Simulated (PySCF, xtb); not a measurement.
3,3-difluoro-2-methylprop-1-ene (C4H6F2), SMILES C=C(C)C(F)F.

xtb with GFN2-xTB at its own geometry gives an orbital gap of 5.28 eV and a dipole moment of 3.07 D.

Coordinates come from a PBE0-D3(BJ)/def2-SVP optimisation. Other conformers were not sampled.

Problem. What does r2SCAN/def2-TZVP (PySCF) give? (The exact figures need the calculation; the answer reports its results.)

Solution. gap 5.82 eV (levels -6.88 and -1.06 eV), dipole 2.08 D.
